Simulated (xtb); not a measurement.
HNP, charge +1, singlet, at a GFN2-xTB geometry; xtb with GFN2-xTB.

Input for xtb:
```
$ xtb coord --gfn 2 --chrg 1 --json

# file coord
$coord
     -0.0000000000      -0.0000000000      -1.7087719036  n
      0.0000000000       0.0000000000       1.0376236895  p
     -0.0000000000      -0.0000000000      -3.6029520560  h
$end
```

Predict the main parts of the log of this xtb run.


```
   ID    Z sym.   atoms
    1    7 n      1
    2   15 p      2
    3    1 h      3

           -------------------------------------------------
          |                Calculation Setup                |
           -------------------------------------------------

           -------------------------------------------------
          |                 G F N 2 - x T B                 |
           -------------------------------------------------

          ...................................................
          :                      SETUP                      :
          :.................................................:
          :  # basis functions                  15          :
          :  # atomic orbitals                  14          :
          :  # shells                            6          :
          :  # electrons                        10          :
          :  max. iterations                   250          :
          :  Hamiltonian                  GFN2-xTB          :
          :  restarted?                      false          :
          :  GBSA solvation                  false          :
          :  PC potential                    false          :
          :  electronic temp.          300.0000000     K    :
          :  accuracy                    1.0000000          :
          :  -> integral cutoff          0.2500000E+02      :
          :  -> integral neglect         0.1000000E-07      :
          :  -> SCF convergence          0.1000000E-05 Eh   :
          :  -> wf. convergence          0.1000000E-03 e    :
          :  Broyden damping             0.4000000          :
          :  net charge                          1          :
          :  unpaired electrons                  0          :
          ...................................................

 iter      E             dE          RMSdq      gap      omega  full diag
   1     -5.3578308 -0.535783E+01  0.176E+01    6.29       0.0  T
   2     -5.5008188 -0.142988E+00  0.724E+00    4.78       1.0  T
   3     -5.5238547 -0.230360E-01  0.740E+00    5.53       1.0  T
   4     -5.5252036 -0.134891E-02  0.409E+00    4.66       1.0  T
   5     -5.5380185 -0.128149E-01  0.328E+00    5.32       1.0  T
   6     -5.5525906 -0.145721E-01  0.125E+00    5.09       1.0  T
   7     -5.5531260 -0.535432E-03  0.962E-01    5.06       1.0  T
   8     -5.5547926 -0.166659E-02  0.878E-02    4.97       1.0  T
   9     -5.5547931 -0.531875E-06  0.838E-02    4.97       1.0  T
  10     -5.5548053 -0.121899E-04  0.258E-03    4.97      22.4  T
  11     -5.5548053  0.122433E-07  0.367E-03    4.97      15.7  T
  12     -5.5548053 -0.225937E-07  0.537E-04    4.97     107.5  T
  13     -5.5548053 -0.370076E-09  0.132E-04    4.97     438.2  T

   *** convergence criteria satisfied after 13 iterations ***

         :::::::::::::::::::::::::::::::::::::::::::::::::::::
         ::                     SUMMARY                     ::
         :::::::::::::::::::::::::::::::::::::::::::::::::::::
         :: total energy              -5.466722360145 Eh    ::
         :: gradient norm              0.000087636184 Eh/a0 ::
         :: HOMO-LUMO gap              4.966332742077 eV    ::
         ::.................................................::
         :: SCC energy                -5.554805309664 Eh    ::
         :: -> isotropic ES            0.126553869769 Eh    ::
         :: -> anisotropic ES         -0.022854619239 Eh    ::
         :: -> anisotropic XC          0.013968894147 Eh    ::
         :: -> dispersion             -0.000693845693 Eh    ::
         :: repulsion energy           0.088082949519 Eh    ::
         :: add. restraining           0.000000000000 Eh    ::
         :: total charge               1.000000000000 e     ::
         :::::::::::::::::::::::::::::::::::::::::::::::::::::

           -------------------------------------------------
          |                Property Printout                |
           -------------------------------------------------

    * Orbital Energies and Occupations

         #    Occupation            Energy/Eh            Energy/eV
      -------------------------------------------------------------
         1        2.0000           -0.9209420             -25.0601
         2        2.0000           -0.8181263             -22.2624
         3        2.0000           -0.7434673             -20.2308
         4        2.0000           -0.7230425             -19.6750
         5        2.0000           -0.7230425             -19.6750 (HOMO)
         6                         -0.5405331             -14.7087 (LUMO)
         7                         -0.5405331             -14.7087
         8                         -0.3444551              -9.3731
         9                         -0.2035023              -5.5376
        10                         -0.2035023              -5.5376
        11                         -0.0507386              -1.3807
        12                         -0.0507386              -1.3807
        13                         -0.0367549              -1.0002
        14                          0.9753017              26.5393
      -------------------------------------------------------------
                  HL-Gap            0.1825094 Eh            4.9663 eV
             Fermi-level           -0.6317878 Eh          -17.1918 eV

     #   Z          covCN         q      C6AA      α(0)
     1   7 n        1.722    -0.129    24.496     7.321
     2  15 p        0.862     0.848   149.145    22.698
     3   1 h        0.861     0.281     0.773     1.377

 Mol. C6AA /au·bohr⁶  :        321.603261
 Mol. C8AA /au·bohr⁸  :      13604.121359
 Mol. α(0) /au        :         31.396141

Wiberg/Mayer (AO) data.
largest (>0.10) Wiberg bond orders for each atom

 ---------------------------------------------------------------------------
     #   Z sym  total        # sym  WBO       # sym  WBO       # sym  WBO
 ---------------------------------------------------------------------------
     1   7 n    3.641 --     2 p    2.737     3 h    0.904
     2  15 p    2.755 --     1 n    2.737
     3   1 h    0.921 --     1 n    0.904
 ---------------------------------------------------------------------------

Topologies differ in total number of bonds
Writing topology from bond orders to xtbtopo.mol

molecular dipole:
                 x           y           z       tot (Debye)
 q only:        0.000       0.000       0.089
   full:       -0.000       0.000      -0.212       0.538
molecular quadrupole (traceless):
                xx          xy          yy          xz          yz          zz
 q only:       -2.091       0.000      -2.091       0.000       0.000       4.182
  q+dip:       -3.040       0.000      -3.040      -0.000       0.000       6.080
   full:       -1.972       0.000      -1.972      -0.000       0.000       3.944

           -------------------------------------------------
          | TOTAL ENERGY               -5.466722360145 Eh   |
          | GRADIENT NORM               0.000087636184 Eh/α |
          | HOMO-LUMO GAP               4.966332742077 eV   |
           -------------------------------------------------

normal termination of xtb
```
